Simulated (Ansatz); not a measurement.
Coupled-cluster diagnostics for Li₇H₈⁻, Ansatz.

Geometry of the singlet (PBE0-D4/def2-TZVPD):

| atom | x (Å) | y (Å) | z (Å) |
| --- | --- | --- | --- |
| Li1 | 2.436 | 0.837 | 0.658 |
| Li2 | 1.417 | -0.777 | 2.084 |
| Li3 | 0.051 | 1.746 | 0.835 |
| Li4 | -2.247 | 0.721 | -0.736 |
| Li5 | 0.385 | 0.381 | -1.668 |
| Li6 | -0.762 | -1.637 | 0.326 |
| Li7 | -1.504 | -1.196 | -2.078 |
| H8 | -1.366 | 0.546 | -2.414 |
| H9 | -2.434 | -1.147 | -0.569 |
| H10 | 1.231 | 1.140 | 2.023 |
| H11 | -1.637 | 1.811 | 0.435 |
| H12 | 1.314 | 1.468 | -0.631 |
| H13 | -0.021 | -1.772 | 1.882 |
| H14 | 3.048 | -0.692 | 1.237 |
| H15 | 0.089 | -1.426 | -1.382 |

Correlated methods freeze no core orbitals; core or outer-core shells of Li are correlated, in sets that lack core-valence functions. Another isomer (singlet) lies 0.25 eV lower at PBE0-D4/def2-TZVPD; other spin states weren't run for this one.

(1) Estimate the CCSD(T) correlation energy, the shares of MP2 and (T), T1 and the reference's ⟨S²⟩ for: charge -1, singlet, own geometry in def2-TZVPD; and the rough time on 4 threads of Arm Neoverse V2 on a shared host.

Answers

(1) 
```tsv
state	basis	correlation (eV)	MP2 share (%)	(T) share (%)	T1	⟨S²⟩ (pure)	wall time
charge -1, singlet, own geometry	def2-TZVPD	-14.175	81.8	0.7	0.007	0.00 (0.00)	59 s
```
Customary marks for T1 are 0.02 (closed shells), 0.045 (open shells) and about 0.05 (3d metals). T1 stays under 0.02 throughout.
